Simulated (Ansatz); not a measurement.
Cartesian coordinates in Å:
```
O 1.291 -0.555 0.732
Sn -0.365 0.106 0.014
F -1.690 -0.256 1.304
F -0.301 1.989 -0.163
Cl -0.960 -0.777 -2.000
H 2.026 -0.506 0.113
```

Charge 0, multiplicity 1. Sn: def2 effective core potential.

Problem. List the B3LYP/def2-TZVPP orbital energies in eV (Ansatz 0.2.0). (Estimate.)

Solution. The calculation gave: Occupied: -2763.48, -671.55, -671.47, -521.79, -258.20, -197.24, -197.08, -197.07, -141.02, -95.93, -95.90, -95.86, -32.66, -32.40, -30.64, -30.12, -30.11, -29.92, -29.17, -27.40, -23.09, -15.73, -13.83, -12.64, -12.38, -11.86, -11.54, -11.42, -11.34, -10.59, -10.05, -9.94, -9.80. Lowest empty: -3.25, -0.33, 0.09, 0.52, 1.54, 2.76, 3.11, 3.22.

B3LYP here is the variant with VWN-RPA as its local correlation; programs differ in this.
